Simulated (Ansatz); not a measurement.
Cost and result up the ladder for Li4O2 (6 atoms). Charge 0, multiplicity 1. Geometry: r2SCAN-D4/def2-TZVP.

```
atom    x (Å)    y (Å)    z (Å)
 Li1  -1.2438  -0.0834  -0.5671
 Li2   0.7665   0.6600  -0.9235
 Li3   0.0034   1.0854   2.2841
 Li4   0.4749  -1.2844   0.0016
  O5   0.0012   0.3788   0.7964
  O6  -0.0021  -0.7564  -1.5915
```

Ansatz on 4 threads of Arm Neoverse V1 on a shared host. Times are rough, and most runs start from the orbitals of an earlier one. PBE0-D4/def2-TZVP serves as the yardstick here, not as an exact answer. Binding counts from free atoms at the same level (Li doublet, O triplet; other spins of the atoms weren't run), without zero-point energy or a counterpoise term.

Correlated methods freeze 2 core orbitals; core or outer-core shells of Li are correlated, in sets that lack core-valence functions. Another isomer (singlet) lies 0.40 eV lower at PBE0-D4/def2-TZVP; other spin states weren't run for this one.

Correlated methods converge slowly with the basis.

```
                         level  functions  wall time  binding energy per atom (eV)  difference from PBE0-D4/def2-TZVP (eV)           remarks
                  HF/def2-TZVP        118      0.3 s                          1.55                                   -1.17                 –
PBE-D4/def2-TZVP (with forces)        118      0.9 s                          2.91                                    0.18                 –
             PBE0-D4/def2-TZVP        118     0.95 s                          2.72                                    0.00                 –
           r2SCAN-D4/def2-TZVP        118      1.5 s                          2.81                                    0.09                 –
              B97M-V/def2-TZVP        118      2.7 s                          2.82                                    0.10                 –
            CCSD(T)/def2-TZVPP        138       14 s                          2.73                                    0.01  large T1 (0.020)
```
